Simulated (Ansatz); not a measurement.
Gas-phase electronic energies from Ansatz, PBE0-D4/def2-TZVP geometries. CBS: MP2 limit from def2 TZ/QZ plus the TZ coupled-cluster correction, frozen cores. Functionals use def2-TZVPP. Each species was taken in one conformer, which may not be the lowest.

`O[Si](O)(F)N[SiH2]Cl` + `F[SiH2]O[SiH3]` → `O[Si](O)(F)O[SiH3]` + `F[SiH2]N[SiH2]Cl`  (redistribution)

| level | ΔE (eV) |
| --- | --- |
| PBE-D4 | 0.00 |
| ωB97X-V | 0.00 |
| MP2/def2-TZVPP | 0.00 |
| HF/def2-QZVPP | -0.02 |

(1) What does CCSD(T)/CBS give? (Best estimate.)

Largest T1 diagnostic among the species: 0.011.

Results:

(1) The calculation gave: -0.01 eV. The listed levels differ from it by 0.01, 0.01, 0.01, -0.01 eV.
